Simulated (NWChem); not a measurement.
System: KOH; SMILES [OH][K]

The following NWChem deck was run.

```
start job
memory heap 200 mb stack 700 mb global 900 mb
geometry units angstroms noautosym nocenter noautoz
  K     -0.106184    -0.819317     0.000000
  O      0.219907     1.387245     0.000000
  H      0.360833     2.341621     0.000000
end
basis spherical
  K library 6-31+g*
  O library 6-31+g*
  H library 6-31+g*
end
dft
  xc xpbe96 cpbe96
  iterations 150
end
tddft
  cis
  nroots 6
  notriplet
end
task tddft energy
```

Excerpt of the output:

```
             Northwest Computational Chemistry Package (NWChem) 7.3.0
             --------------------------------------------------------

                             Geometry "geometry" -> ""
                             -------------------------

 Output coordinates in angstroms (scale by  1.889725989 to convert to a.u.)

  No.       Tag          Charge          X              Y              Z
 ---- ---------------- ---------- -------------- -------------- --------------
    1 K                   19.0000    -0.10618400    -0.81931700     0.00000000
    2 O                    8.0000     0.21990700     1.38724500     0.00000000
    3 H                    1.0000     0.36083300     2.34162100     0.00000000

 Effective nuclear repulsion energy (a.u.)      43.5958294723

  pbe96 is a nonlocal functional; adding pw91lda local functional.

                                 NWChem DFT Module
                                 -----------------

 Summary of "ao basis" -> "ao basis" (spherical)
 ------------------------------------------------------------------------------
       Tag                 Description            Shells   Functions and Types
 ---------------- ------------------------------  ------  ---------------------
 K                          6-31+g*                 12       26   6s5p1d
 O                          6-31+g*                  8       18   4s3p1d
 H                          6-31+g*                  2        2   2s

            General Information
            -------------------
          SCF calculation type: DFT
          Wavefunction type:  closed shell.
          No. of atoms     :     3
          No. of electrons :    28
           Alpha electrons :    14
            Beta electrons :    14
          Charge           :     0
          Spin multiplicity:     1
          Use of symmetry is: off; symmetry adaption is: off
          Maximum number of iterations: 150
          AO basis - number of functions:    46
                     number of shells:    22
          Convergence on energy requested:  1.00D-06
          Convergence on density requested:  1.00D-05
          Convergence on gradient requested:  5.00D-04

              XC Information
              --------------
          PerdewBurkeErnzerhof Exchange Functional  1.000
            Perdew 1991 LDA Correlation Functional  1.000 local
           PerdewBurkeErnz. Correlation Functional  1.000 non-local

             Grid Information
             ----------------
          Grid used for XC integration:  medium
          Radial quadrature: Mura-Knowles
          Angular quadrature: Lebedev.
          Tag              B.-S. Rad. Rad. Pts. Rad. Cut. Ang. Pts.
          ---              ---------- --------- --------- ---------
          K                   2.20      112          23.0       590
          O                   0.60       49          12.0       434
          H                   0.35       45          12.0       434
          Grid pruning is: on
          Number of quadrature shells:   206
          Spatial weights used:  Erf1

      Superposition of Atomic Density Guess
      -------------------------------------

 Sum of atomic energies:        -674.37394441

      Non-variational initial energy
      ------------------------------

 Total energy =    -674.255225
 1-e energy   =   -1013.778874
 2-e energy   =     295.927820
 HOMO         =      -0.473651
 LUMO         =      -0.053082

[...]

                                NWChem TDDFT Module
                                -------------------

            General Information
            -------------------
           No. of orbitals :      92
            Alpha orbitals :      46
             Beta orbitals :      46
        Alpha frozen cores :       0
         Beta frozen cores :       0
     Alpha frozen virtuals :       0
      Beta frozen virtuals :       0
         Spin multiplicity :       1
    Number of AO functions :      46
        Use of symmetry is : off
      Symmetry adaption is : off
         Schwarz screening :  0.10D-07

              XC Information
              --------------
   PerdewBurkeErnzerhof Exchange Functional   1.00
     Perdew 1991 LDA Correlation Functional   1.00 local
    PerdewBurkeErnz. Correlation Functional   1.00 non-local

             TDDFT Information
             -----------------
          Calculation type : Tamm-Dancoff TDDFT
         Wavefunction type : Restricted singlets
          No. of electrons :      28
           Alpha electrons :      14
            Beta electrons :      14
              No. of roots :       6
          Max subspacesize :    5200
            Max iterations :     100
               Target root :       1
           Target symmetry : none
      Symmetry restriction : off
                 Algorithm : Optimal
        Davidson threshold :  0.10D-03

    6 smallest eigenvalue differences (eV)
--------------------------------------------------------
  No. Spin  Occ  Vir  Irrep   E(Occ)    E(Vir)   E(Diff)
--------------------------------------------------------
    1    1   14   15 a        -0.118    -0.054     1.753
    2    1   13   15 a        -0.118    -0.054     1.753
    3    1   14   16 a        -0.118    -0.002     3.172
    4    1   13   16 a        -0.118    -0.002     3.172
    5    1   14   17 a        -0.118    -0.002     3.172
    6    1   13   17 a        -0.118    -0.002     3.172
--------------------------------------------------------

  Entering Davidson iterations
  Restricted singlet excited states

  Iter   NTrls   NConv    DeltaV     DeltaE      Time
  ----  ------  ------  ---------  ---------  ---------
    1      6       1     0.10E+00   0.10+100        2.6
    2     11       1     0.85E-02   0.87E-02        2.2
    3     16       5     0.93E-03   0.44E-03        1.9
    4     17       6     0.57E-04   0.63E-06        1.8
  ----  ------  ------  ---------  ---------  ---------
  Convergence criterion met

  Ground state a        -675.425006791621 a.u.

  ----------------------------------------------------------------------------
  Root   1 singlet a              0.064091956 a.u.                1.7440 eV
  ----------------------------------------------------------------------------
     Transition Moments    X -0.37701   Y  0.05555   Z -0.00512
     Dipole Oscillator Strength                    0.0062060941
     Electric Quadrupole                           0.0000000000
     Magnetic Dipole                               0.0000000264
     Total Oscillator Strength                     0.0062061205

     Occ.   13  a   ---  Virt.   15  a        0.99980
  ----------------------------------------------------------------------------
  Root   2 singlet a              0.064092986 a.u.                1.7441 eV
  ----------------------------------------------------------------------------
     Transition Moments    X  0.00507   Y -0.00072   Z -0.38088
     Dipole Oscillator Strength                    0.0061996079
     Electric Quadrupole                           0.0000000000
     Magnetic Dipole                               0.0000000264
     Total Oscillator Strength                     0.0061996343

     Occ.   14  a   ---  Virt.   15  a        0.99980
  ----------------------------------------------------------------------------
  Root   3 singlet a              0.115360586 a.u.                3.1391 eV
  ----------------------------------------------------------------------------
     Transition Moments    X  0.00006   Y  0.00012   Z  0.00001
     Dipole Oscillator Strength                    0.0000000014
     Electric Quadrupole                           0.0000000153
     Magnetic Dipole                               0.0000000000
     Total Oscillator Strength                     0.0000000167

     Occ.   13  a   ---  Virt.   16  a        0.70653
     Occ.   14  a   ---  Virt.   17  a       -0.70680
  ----------------------------------------------------------------------------
  Root   4 singlet a              0.115368595 a.u.                3.1393 eV
  ----------------------------------------------------------------------------
     Transition Moments    X  0.00001   Y -0.00000   Z -0.00004
     Dipole Oscillator Strength                    0.0000000001
     Electric Quadrupole                           0.0000000153
     Magnetic Dipole                               0.0000000000
     Total Oscillator Strength                     0.0000000154

     Occ.   13  a   ---  Virt.   17  a       -0.70699
     Occ.   14  a   ---  Virt.   16  a       -0.70632
  ----------------------------------------------------------------------------
  Root   5 singlet a              0.116569903 a.u.                3.1720 eV
  ----------------------------------------------------------------------------
     Transition Moments    X -0.00001   Y  0.00000   Z -0.00002
     Dipole Oscillator Strength                    0.0000000000
     Electric Quadrupole                           0.0000000000
     Magnetic Dipole                               0.0000000000
     Total Oscillator Strength                     0.0000000000

[...]
```

Level: PBE/6-31+G* (spherical d), TDA. Coordinates come from a B3LYP/6-31G* (spherical d) optimisation.
